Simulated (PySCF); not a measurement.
CH10FNSi3, SMILES F[SiH2]C[SiH2]N[SiH3].

Geometry optimised at r2SCAN-D4/def2-SVP. This is a generated structure with no PubChem entry under its InChIKey; it may be hypothetical. One conformer was computed; it need not be the lowest.

Computed with r2SCAN-D4/def2-SVP in PySCF.

Frequencies are harmonic and unscaled.

| mode | ν (cm⁻¹) | IR (km/mol) | moving atoms (share of kinetic energy) |
|---|---|---|---|
| 1 | 16 | 2.0 | Si 31 %, H 30 %, F 19 %, C 11 %, N 9 % |
| 2 | 36 | 0.2 | Si 49 %, F 29 %, H 19 % |
| 3 | 51 | 0.3 | H 60 %, Si 19 %, F 11 %, C 8 % |
| 4 | 58 | 0.7 | H 50 %, F 16 %, C 15 %, Si 14 % |
| 5 | 112 | 0.8 | Si 28 %, H 26 %, F 26 %, C 13 % |
| 6 | 182 | 0.8 | Si 35 %, H 30 %, N 26 % |
| 7 | 226 | 3.3 | Si 39 %, N 26 %, H 21 %, F 10 % |
| 8 | 309 | 7.8 | Si 45 %, H 22 %, F 14 %, N 10 %, C 9 % |
| 9 | 350 | 63.6 | H 83 %, N 16 % |
| 10 | 461 | 4.0 | H 84 %, Si 12 % |
| 11 | 536 | 2.6 | H 75 %, Si 20 % |
| 12 | 606 | 7.1 | Si 42 %, H 38 %, N 13 % |
| 13 | 643 | 17.8 | H 44 %, C 35 %, Si 18 % |
| 14 | 678 | 11.6 | H 63 %, C 16 %, Si 16 % |
| 15 | 713 | 60.8 | H 82 %, Si 9 %, N 9 % |
| 16 | 737 | 15.2 | H 88 % |
| 17 | 750 | 125.3 | H 45 %, C 31 %, Si 21 % |
| 18 | 803 | 143.0 | H 53 %, C 18 %, Si 15 %, N 14 % |
| 19 | 851 | 1.9 | H 44 %, F 34 %, Si 16 % |
| 20 | 857 | 34.4 | H 56 %, F 16 %, Si 12 %, N 11 % |
| 21 | 880 | 358.4 | H 80 %, Si 11 % |
| 22 | 904 | 135.0 | H 84 %, Si 10 % |
| 23 | 924 | 107.0 | H 94 % |
| 24 | 937 | 423.2 | H 58 %, N 21 %, Si 18 % |
| 25 | 950 | 67.8 | H 60 %, N 20 %, Si 15 % |
| 26 | 957 | 112.6 | H 93 % |
| 27 | 964 | 20.9 | H 93 % |
| 28 | 998 | 92.2 | H 89 % |
| 29 | 1013 | 61.2 | H 89 %, Si 9 % |
| 30 | 1058 | 184.1 | H 60 %, C 34 % |
| 31 | 1188 | 167.7 | H 67 %, N 29 % |
| 32 | 1367 | 9.0 | H 92 %, C 8 % |
| 33 | 2190 | 159.9 | H 96 % |
| 34 | 2210 | 154.3 | H 98 % |
| 35 | 2220 | 63.4 | H 97 % |
| 36 | 2234 | 91.7 | H 97 % |
| 37 | 2236 | 102.5 | H 97 % |
| 38 | 2237 | 65.8 | H 97 % |
| 39 | 2242 | 243.3 | H 96 % |
| 40 | 3035 | 0.3 | H 95 % |
| 41 | 3104 | 0.3 | H 91 %, C 9 % |
| 42 | 3580 | 41.8 | H 93 % |
